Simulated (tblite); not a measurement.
Problem. Give a GFN2-xTB geometry of InChI=1S/C5H11NSi2/c1-2-8-4-7-5(8)3-6/h5,8H,2,4,7H2,1H3/t5-,8+/m0/s1.

Solution. 
```
atom  x, y, z in Å
C1     1.866   -0.097    1.020
C2     1.821   -0.200   -0.501
Si3    0.098    0.125   -1.229
C4    -0.793    1.663   -0.500
Si5   -2.000    0.598    0.540
C6    -1.319   -0.939   -0.425
C7    -0.925   -2.040    0.362
N8    -0.581   -2.910    1.029
H9     1.208   -0.836    1.471
H10    2.876   -0.276    1.386
H11    1.556    0.891    1.354
H12    2.534    0.506   -0.933
H13    2.154   -1.195   -0.797
H14    0.110    0.018   -2.695
H15   -0.169    2.351    0.064
H16   -1.299    2.259   -1.255
H17   -3.428    0.825    0.310
H18   -1.693    0.559    1.968
H19   -2.025   -1.291   -1.177
```

Any rigid rotation of these coordinates is as good. Atoms count from 1 in this order. Of the pairs four or more bonds apart, C7···H9 is among the closest relative to their van der Waals radii: 2.69 Å, 93 % of the sum of Bondi's values. The 5 C–Si bonds span 1.898 Å (C2–Si3, drawn single) to 1.945 Å (Si3–C6, drawn single), a spread of 0.047 Å. The 4-membered ring Si3–C4–Si5–C6 has internal angles of 86.7° to 93.0° (sum 358°, against 360° for a flat polygon); it is puckered, 0.08 Å rms from its mean plane, widest ring torsion 9°. Si5 (SiH2 silicon) has angles from 87.1° to 116.2°.

Bonds between heavy atoms (Å): C1–C2 1.526, C2–Si3 1.898, Si3–C4 1.922, C4–Si5 1.917, Si5–C6 1.939, C6–C7 1.410, C7≡N8 1.149, Si3–C6 1.945.

Structure optimised with GFN2-xTB, isolated species.

Point group: C1 (no symmetry element, even within 0.4 Å). Its GFN2-xTB frequencies are all real (lowest 48 cm⁻¹). One conformer, not necessarily the lowest (C1–C2–Si3–C4 46°, C2–Si3–C4–Si5 -106°, Si3–C4–Si5–C6 -9°, C4–Si5–C6–C7 131°, C2–Si3–C6–Si5 106°). 3 starts were optimised and ended at 0.00, 0.07 and 0.32 kcal/mol (GFN2-xTB); the lowest of these is shown.

The numbers are calculated, not measured.
